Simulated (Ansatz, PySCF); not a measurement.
Species: CH₃BF (charge 0, doublet). It need not be the lowest isomer of its formula. SMILES: C[B]F
Geometry: optimised at B3LYP-D3(BJ)/def2-TZVP (Ansatz, an electronic-structure program).

Property: atomisation energy (electronic, to ground-state atoms); the coupled-cluster value holds the core correlation from cc-pwCVTZ, in kcal/mol. Correlated levels leave the core frozen unless marked. Open shells are spin-unrestricted. No spin-orbit coupling. Non-relativistic. Basis-set limits of correlation are two-point, X^-3; Hartree-Fock from the larger set. [CCSD(T)-MP2]/basis is that difference in the basis named.

Level to compare with: RI-MP2/CBS(cc-pVTZ,cc-pVQZ)+[CCSD(T)-MP2]/cc-pVTZ plus the core term (Ansatz), 542.9 kcal/mol. It is a level with limits of its own, and the differences hold the functionals' basis error too.

Rank these functionals by how close they come to RI-MP2/CBS(cc-pVTZ,cc-pVQZ)+[CCSD(T)-MP2]/cc-pVTZ, closest first: M06-2X/def2-TZVPD (PySCF); MN15/def2-TZVPD (PySCF); wB97X-V/def2-TZVPD (Ansatz).

wB97X-V/def2-TZVPD (range-separated hybrid with VV10, 542.1 kcal/mol, difference -0.8), M06-2X/def2-TZVPD (hybrid meta-GGA, 546.0 kcal/mol, difference 3.1), MN15/def2-TZVPD (hybrid meta-NGA, 548.0 kcal/mol, difference 5.1)
